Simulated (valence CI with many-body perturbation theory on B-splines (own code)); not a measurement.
# Cr III: calculation against measured levels

Method: configuration interaction combined with many-body perturbation theory (CI+MBPT): four valence electrons over a frozen Dirac-Fock core [Ar], a basis of 7 s, 7 p, 8 d, 6 f, 4 g, 1 h functions for each j, with the one-electron correlation potential Σ1, the two-electron term Σ2, the three-electron term Σ3, Breit, model QED; selected CI, second order for the rest (own B-spline code, finite nucleus).

Set against measurement, 67 paired levels are off by 1793 cm⁻¹ on average, the worst by 4071. These come from a selection out of Sugar and Corliss, J. Phys. Chem. Ref. Data 6, 317 (1977). Levels without a partner in it may be off by more, other configurations by 1,000 to 8,000 cm⁻¹. Among the levels kept, up to 440 cm⁻¹ of a level comes from second order outside the variational space, and about a tenth of that is noise between levels of different J, which matters for small intervals.

Measured levels: Sugar and Corliss, J. Phys. Chem. Ref. Data 6, 317 (1977). Pairs share parity and J, and are chosen by configuration, term and nearness in energy; levels without a clear partner are left out. Energies in cm⁻¹ above the measured ground level.

Letters in brackets count levels of one name in rising energy.

| Computed label | Label in the source | Measured | Computed | Difference |
| --- | --- | --- | --- | --- |
| 3d⁴ ⁵D_0 | 3d4 5D | 0 | 0.0 | 0 |
| 3d⁴ ⁵D_1 | 3d4 5D | 62.2 | 62.9 | +1 |
| 3d⁴ ⁵D_2 | 3d4 5D | 183.2 | 181.4 | -2 |
| 3d⁴ ⁵D_3 | 3d4 5D | 356.6 | 351.1 | -5 |
| 3d⁴ ⁵D_4 | 3d4 5D | 576.1 | 564.6 | -11 |
| 3d⁴ ³P_0 [a] | 3d4 3P2 | 16771.4 | 17179.7 | +408 |
| 3d⁴ ³P_1 [a] | 3d4 3P2 | 17168.6 | 17564.4 | +396 |
| 3d⁴ ³H_4 | 3d4 3H | 17273.7 | 16524.4 | -749 |
| 3d⁴ ³H_5 | 3d4 3H | 17396.9 | 16643.5 | -753 |
| 3d⁴ ³H_6 | 3d4 3H | 17530.7 | 16772.1 | -759 |
| 3d⁴ ³P_2 [a] | 3d4 3P2 | 17851.2 | 18227.8 | +377 |
| 3d⁴ ³F_2 [a] | 3d4 3F2 | 18451.8 | 18442.0 | -10 |
| 3d⁴ ³F_3 [a] | 3d4 3F2 | 18511.2 | 18493.9 | -17 |
| 3d⁴ ³F_4 [a] | 3d4 3F2 | 18583.4 | 18562.5 | -21 |
| 3d⁴ ³G_3 | 3d4 3G | 20703.6 | 20337.1 | -366 |
| 3d⁴ ³G_4 | 3d4 3G | 20853.0 | 20481.6 | -371 |
| 3d⁴ ³G_5 | 3d4 3G | 20996.0 | 20615.4 | -381 |
| 3d⁴ ¹G_4 [a] | 3d4 1G2 | 25138.9 | 25034.0 | -105 |
| 3d⁴ ³D_3 | 3d4 3D | 25726.4 | 25902.0 | +176 |
| 3d⁴ ³D_2 | 3d4 3D | 25780.9 | 25955.4 | +174 |
| 3d⁴ ³D_1 | 3d4 3D | 25848.3 | 26017.5 | +169 |
| 3d⁴ ¹I_6 | 3d4 1I | 26014.9 | 24901.4 | -1114 |
| 3d⁴ ¹S_0 [a] | 3d4 1S2 | 27372.3 | 28182.5 | +810 |
| 3d⁴ ¹D_2 [a] | 3d4 1D2 | 32152.0 | 32302.4 | +150 |
| 3d⁴ ¹F_3 | 3d4 1F | 37005.2 | 36954.5 | -51 |
| 3d⁴ ³F_4 [b] | 3d4 3F1 | 43286.7 | 43241.5 | -45 |
| 3d⁴ ³F_2 [b] | 3d4 3F1 | 43304.5 | 43247.9 | -57 |
| 3d⁴ ³F_3 [b] | 3d4 3F1 | 43322.2 | 43270.5 | -52 |
| 3d⁴ ³P_2 [b] | 3d4 3P1 | 43442.0 | 43710.4 | +268 |
| 3d⁴ ³P_1 [b] | 3d4 3P1 | 43916.6 | 44165.6 | +249 |
| 3d⁴ ³P_0 [b] | 3d4 3P1 | 44141.4 | 44381.0 | +240 |
| 3d³4s ⁵F_1 | 3d3(4F) 4s 5F | 49492.5 | 46102.9 | -3390 |
| 3d³4s ⁵F_2 | 3d3(4F) 4s 5F | 49628.2 | 46241.5 | -3387 |
| 3d⁴ ¹G_4 [b] | 3d4 1G1 | 49768.7 | 49462.9 | -306 |
| 3d³4s ⁵F_3 | 3d3(4F) 4s 5F | 49828.9 | 46440.4 | -3389 |
| 3d³4s ⁵F_4 | 3d3(4F) 4s 5F | 50091.2 | 46698.4 | -3393 |
| 3d³4s ⁵F_5 | 3d3(4F) 4s 5F | 50410.1 | 47008.6 | -3402 |
| 3d³4s ³F_2 [a] | 3d3(4F) 4s 3F | 56651.4 | 53273.8 | -3378 |
| 3d³4s ³F_3 [a] | 3d3(4F) 4s 3F | 56993.1 | 53610.6 | -3382 |
| 3d³4s ³F_4 [a] | 3d3(4F) 4s 3F | 57423.4 | 54032.2 | -3391 |
| 3d³4s ⁵P_1 | 3d3(4P) 4s 5P | 63045.7 | 60153.7 | -2892 |
| 3d³4s ⁵P_2 | 3d3(4P) 4s 5P | 63174.3 | 60286.0 | -2888 |
| 3d³4s ⁵P_3 | 3d3(4P) 4s 5P | 63421.9 | 60531.6 | -2890 |
| 3d⁴ ¹D_2 [b] | 3d4 1D1 | 65763.2 | 65971.2 | +208 |
| 3d³4s ³G_3 | 3d3(2G) 4s 3G | 65892.4 | 62491.0 | -3401 |
| 3d³4s ³G_4 | 3d3(2G) 4s 3G | 66030.0 | 62624.5 | -3405 |
| 3d³4s ³G_5 | 3d3(2G) 4s 3G | 66225.1 | 62810.9 | -3414 |
| 3d³4s ³P_0 [a] | 3d3(4P) 4s 3P | 69601.5 | 66866.9 | -2735 |
| 3d³4s ¹G_4 | 3d3(2G) 4s 1G | 69659.7 | 66243.8 | -3416 |
| 3d³4s ³P_1 [a] | 3d3(4P) 4s 3P | 69781.9 | 67058.7 | -2723 |
| 3d³4s ³P_2 [a] | 3d3(2P) 4s 3P | 70191.0 | 67359.3 | -2832 |
| 3d³4s ³P_2 [b] | 3d3(4P) 4s 3P | 70292.9 | 67580.4 | -2712 |
| 3d³4s ³P_1 [b] | 3d3(2P) 4s 3P | 70345.6 | 67495.2 | -2850 |
| 3d³4s ³P_0 [b] | 3d3(2P) 4s 3P | 70487.0 | 67614.4 | -2873 |
| 3d³4s ³D_1 [a] | 3d3(2D2) 4s 3D | 70981.3 | 68329.0 | -2652 |
| 3d³4s ³D_3 [a] | 3d3(2D2) 4s 3D | 71323.1 | 68701.2 | -2622 |
| 3d³4s ³D_2 [a] | 3d3(2D2) 4s 3D | 71323.3 | 68659.1 | -2664 |
| 3d³4s ³H_4 | 3d3(2H) 4s 3H | 71677.2 | 67788.8 | -3888 |
| 3d³4s ³H_5 | 3d3(2H) 4s 3H | 71737.6 | 67826.3 | -3911 |
| 3d³4s ³H_6 | 3d3(2H) 4s 3H | 71870.2 | 67954.1 | -3916 |

The table shows the lowest 60 pairs. Over 67 excited levels the mean absolute difference is 1793 cm⁻¹, the median 2622 and the largest 4071. The comparison draws on a selection of the measured levels: 68 of the 234 computed ones have a partner in it, and others may be off by more.
